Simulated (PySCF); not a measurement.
How the method moves the HOMO and LUMO of `[F][Al@@H-]1[O]C=CC=[O+]1`

Species: C3H4AlFO2.
Structure used (PBE0-D3(BJ)/def2-SVP), in Å, numbered top down from 1:
```xyz
11
C3H4AlFO2 angstrom
F     -2.5431   -0.1258    1.2694
Al    -1.7698   -0.0718   -0.2121
O     -0.4539   -1.3717   -0.1897
C      0.7846   -1.1904    0.0153
C      1.4103    0.0491    0.1618
C      0.6863    1.2398    0.0634
O     -0.5620    1.3303   -0.1382
H     -2.6190   -0.0801   -1.5340
H      1.4004   -2.1045    0.0680
H      2.4857    0.0891    0.3317
H      1.2274    2.1971    0.1554
```

Basis pcSseg-1 throughout (PySCF), one geometry. Geometry: PBE0-D3(BJ)/def2-SVP; no solvent, vibrations or thermal averaging.

Q: How do the orbital energies, the gap and the dipole change with the method?

A: 
```json
{"method": "OPBE", "kind": "GGA", "HOMO (eV)": "-6.93", "LUMO (eV)": "-3.47", "gap (eV)": "3.46", "μ (D)": "4.95", "SCF cycles": "16"}
{"method": "PBE", "kind": "GGA", "HOMO (eV)": "-6.96", "LUMO (eV)": "-3.55", "gap (eV)": "3.40", "μ (D)": "4.98", "SCF cycles": "16"}
{"method": "BP86", "kind": "GGA", "HOMO (eV)": "-7.07", "LUMO (eV)": "-3.66", "gap (eV)": "3.41", "μ (D)": "5.04", "SCF cycles": "16"}
{"method": "LDA", "kind": "LDA", "HOMO (eV)": "-7.16", "LUMO (eV)": "-3.82", "gap (eV)": "3.33", "μ (D)": "5.11", "SCF cycles": "16"}
{"method": "PBE0", "kind": "global hybrid", "HOMO (eV)": "-8.09", "LUMO (eV)": "-2.67", "gap (eV)": "5.42", "μ (D)": "5.31", "SCF cycles": "14"}
{"method": "CAM-B3LYP", "kind": "range-separated hybrid", "HOMO (eV)": "-9.34", "LUMO (eV)": "-1.54", "gap (eV)": "7.80", "μ (D)": "5.39", "SCF cycles": "13"}
{"method": "wB97X-D", "kind": "range-separated hybrid", "HOMO (eV)": "-9.90", "LUMO (eV)": "-0.88", "gap (eV)": "9.02", "μ (D)": "5.37", "SCF cycles": "14"}
{"method": "HF", "kind": "Hartree–Fock", "HOMO (eV)": "-10.58", "LUMO (eV)": "1.18", "gap (eV)": "11.77", "μ (D)": "6.02", "SCF cycles": "11"}
```

The HOMO spans 3.65 eV, from OPBE down to HF, and the gap runs from 3.33 eV (LDA) to 11.77 eV (HF). Over the methods OPBE (0 %), PBE (0 %), BP86 (0 %), LDA (0 %), PBE0 (25 %), HF (100 %), a straight line through the gap against the share of exact exchange rises by 0.84 eV for each 10 % (correlation coefficient 1.000). The dipole ranges from 4.95 D (OPBE) to 6.02 D (HF). This basis has no diffuse functions.
